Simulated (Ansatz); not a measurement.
`C[O][GeH]([F])[Cl]` + CH₃NH₂ → `C[NH][GeH]([F])[O]C` + HCl  (ligand exchange at a Ge–Cl bond)

Computed with Ansatz on PBE0-D4/def2-TZVP structures; ΔE is electronic, products minus reactants. CCSD(T)/CBS adds triple-zeta CCSD(T) − MP2 to the extrapolated MP2 energy (def2 sets, frozen cores). This one scheme is used for every species. DFT in def2-TZVPP. B3LYP here is the variant with VWN-RPA as its local correlation; programs differ in this. For Ge outer-core shells are correlated without core-valence functions, which leaves a few kJ/mol of doubt a bond. Scalar relativity is left out up to krypton. One conformer a species, not always the lowest.

(1) Is it downhill or uphill in electronic energy at CCSD(T)/CBS, and by how much? (An estimate is asked.)

(2) What do these levels give: PBE-D4, r2SCAN-D4, PBE0-D4, B3LYP-D4, ωB97X-V, PBE, HF/def2-TZVPP, MP2/def2-TZVPP, SCS-MP2/def2-TZVPP, MP2/def2-QZVPP, HF/CBS(def2), MP2/CBS(def2)? (Best estimate.)

Largest T1 diagnostic among the species: 0.012.

Answers

(1) Ansatz gave: Uphill: ΔE = +45.7 kJ/mol.

(2) Ansatz gave: PBE-D4 53.9, r2SCAN-D4 55.1, PBE0-D4 54.0, B3LYP-D4 51.8, ωB97X-V 50.4, PBE 56.4, HF/def2-TZVPP 58.7, MP2/def2-TZVPP 46.4, SCS-MP2/def2-TZVPP 46.8, MP2/def2-QZVPP 46.8, HF/CBS(def2) 59.1, MP2/CBS(def2) 46.9 kJ/mol.

The D4 term adds −3.6 kJ/mol with B3LYP and −2.2 kJ/mol with PBE0; it sums over pairs of atoms, weighted by their polarisabilities, and B3LYP, whose exchange is more repulsive, gets the larger term. In def2-TZVPP, CCSD(T) changes the Hartree–Fock value by −13.6 kJ/mol (the triples alone add −0.5 kJ/mol) and MP2 by −12.3 kJ/mol.
